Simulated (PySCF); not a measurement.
**HBr⁻: frontier orbitals**

UHF at R = 2.299 Å; H def2-SVPD, Br def2-SVPD; no relativity (PySCF 2.14). State: ²Σ⁺ (doublet), unpaired electrons σ ↑. Only the outer orbitals are listed, counted within each symmetry.

```
spin  orbital  occ.  ε (eV)  on H (%)           main shells (%)
   α       7σ     1  -19.31         0                  100 Br s
   α       8σ     1   -8.02        75           75 H s, 24 Br p
   α       4π     1   -4.23         0                  100 Br p
   α       4π     1   -4.23         0                  100 Br p
   α       9σ     1   -3.33        23           73 Br p, 18 H s
   α      10σ     0    7.63         0                  105 Br p
   α       5π     0    7.94        -2                  102 Br p
   α       5π     0    7.94        -2                  102 Br p
   β       7σ     1  -18.84         0                  100 Br s
   β       8σ     1   -4.20         6                   93 Br p
   β       4π     1   -4.10         0                  100 Br p
   β       4π     1   -4.10         0                  100 Br p
   β       9σ     0    6.85         4  48 Br s, 38 Br p, 16 H p
   β      10σ     0    7.79         6          71 Br p, 25 Br s
   β       5π     0    7.97        -2                  102 Br p
```

Task: Which are the highest filled and the lowest empty level, where do they sit, and how wide is the gap?

Result: Highest filled α 9σ at -3.33 eV (in %: 73 Br p, 18 H s); lowest empty β 9σ at 6.85 eV (in %: 48 Br s, 38 Br p, 16 H p); the gap at UHF is 10.18 eV. An empty level above zero is unbound, and its energy depends on the basis.

* bond order (Mayer): 0.23
* ⟨S²⟩: 0.759
* charge on H (Mulliken, basis-dependent): -0.06
* charge on H (Löwdin, basis-dependent): -0.18
* dipole moment (positive dipole points towards Br; it is taken about the centre of mass and depends on that origin): 1.14 D
* polarisability along the bond: 57.7 bohr³
* polarisability across the bond: 38.2 bohr³

Shares are Mulliken populations and can fall outside 0 to 100 %.

Spin–orbit coupling is left out. The state was picked by a PBE0 search and need not be the measured ground state.
